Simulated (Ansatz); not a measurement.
Mulliken charges of GeH$_{4}$OSSe (`[OH][GeH]([SH])[SeH]`) from ωB97M-V/def2-TZVPP in Ansatz (PBE0-D4/def2-TZVP geometry).

```tsv
atom	x (Å)	y (Å)	z (Å)	charge (e)
O1	-1.383	-0.582	0.844	-0.404
Ge2	-0.376	0.084	-0.455	0.481
S3	1.027	1.578	0.391	-0.280
Se4	0.966	-1.516	-1.528	-0.235
H5	-0.866	-1.054	1.502	0.172
H6	-1.396	0.650	-1.447	0.050
H7	0.082	2.129	1.174	0.131
H8	2.037	-1.346	-0.537	0.085
```

By hand: the dipole of these point charges (1 e Å = 4.8032 D).

Σ q r = (-0.172, 0.206, -0.016) e Å, of length 0.269 e Å = 1.29 D.

How does the dipole of the full density compare? (An estimate is asked.)

Computed: (0.059, 0.014, 0.169) e Å, 0.86 D; the point charges give 1.50 times that, at 102° from its direction.

Point charges leave out the atoms' own dipoles, such as those of lone pairs, and Mulliken's split depends on the basis, so the two needn't agree.
